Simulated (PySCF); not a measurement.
Compound: C3H9FNSi (charge +1).
Numbering: `[CH2:1]=[CH:2][Si@H:3]([F:4])[NH2+:5][CH3:6]` (hydrogens: H7, H8 on C1; H9 on C2; H10 on Si3; H11, H12 on N5; H13, H14, H15 on C6)

Cartesian coordinates in Å at the PBE0-D3(BJ)/def2-SVP level; atoms count from 1:
```
atom  x, y, z in Å
C1     2.5737   -0.5903   -0.0828
C2     1.3014   -0.9963   -0.2268
Si3    0.1718   -0.1009   -1.3414
F4     0.9049    1.0980   -2.1195
N5    -0.9894    0.9420   -0.2545
C6    -1.9422    0.1628    0.5841
H7     2.9707    0.2868   -0.6060
H8     3.2766   -1.1319    0.5589
H9     0.9628   -1.9035    0.2891
H10   -0.7842   -0.8240   -2.2012
H11   -1.5061    1.5963   -0.8572
H12   -0.4073    1.5402    0.3463
H13   -2.5783    0.8430    1.1639
H14   -2.5709   -0.4589   -0.0662
H15   -1.3741   -0.4787    1.2698
```

The calculation used PySCF, PBE0-D3(BJ)/def2-SVP geometry optimisation, gas phase.

Take the most abundant isotopes and a rigid rotor. The values belong to one conformer with, in the numbering `[CH2:1]=[CH:2][Si@H:3]([F:4])[NH2+:5][CH3:6]`, C1–C2–Si3–F4 3°, C2–Si3–N5–C6 -67°.

Give the principal moments of inertia and the rotational constants in GHz.

Ia = 136.19, Ib = 251.39, Ic = 335.30 u·Å²; 505379 MHz·u·Å²/I gives 3711, 2010 and 1507 MHz, that is A = 3.7108, B = 2.0104, C = 1.5072 GHz.

What kind of rotor is it?

An asymmetric top: κ = (2 × 2010 − 3711 − 1507)/(3711 − 1507) = -0.54.

Is it planar, by Δ = Ic − Ia − Ib?

Not planar: Δ = Ic − Ia − Ib = -52.27 u·Å². For a rigid frame Δ = −2 Σ m c², so Σ m c² = 26.14 u·Å² lies off the ab plane: 9.59 from hydrogen and 16.54 from heavier atoms. The atom farthest from that plane is 1.85 Å away.

Which lines would a microwave search look for?

The dipole components (about the centre of mass, as the species is charged) are |μa| = 4.38 D, |μb| = 1.91 D, |μc| = 1.04 D. Intensities carry the squares of the components, which stand as 1.00 : 0.19 : 0.06 (a : b : c). Some lines, for components of 0.1 D or more:

```csv
type,branch,"J(Ka,Kc)",MHz,lower level (cm⁻¹)
a,Q,"1(1,0) ← 1(1,1)",503,0.174
c,Q,"2(1,2) ← 2(0,2)",1293,0.349
a,Q,"2(1,1) ← 2(1,2)",1509,0.392
b,Q,"2(2,0) ← 2(1,1)",5197,0.442
b,R,"1(1,1) ← 0(0,0)",5218,0.000
b,R,"2(0,2) ← 1(1,1)",5239,0.174
c,R,"1(1,0) ← 0(0,0)",5721,0.000
a,R,"2(1,2) ← 1(1,1)",6532,0.174
a,R,"2(0,2) ← 1(0,1)",6939,0.117
c,R,"2(2,0) ← 1(1,0)",12736,0.191
c,R,"2(2,1) ← 1(1,1)",13143,0.174
b,R,"2(2,0) ← 1(1,1)",13239,0.174
```

PBE0-D3(BJ)/def2-SVP frequencies: not computed here. No vibrational averaging or centrifugal distortion is included, and the geometry carries the error of its method. A rigid rotor knows nothing of internal rotation, which can split or shift real lines. Quadrupole hyperfine structure (14N) is left out.
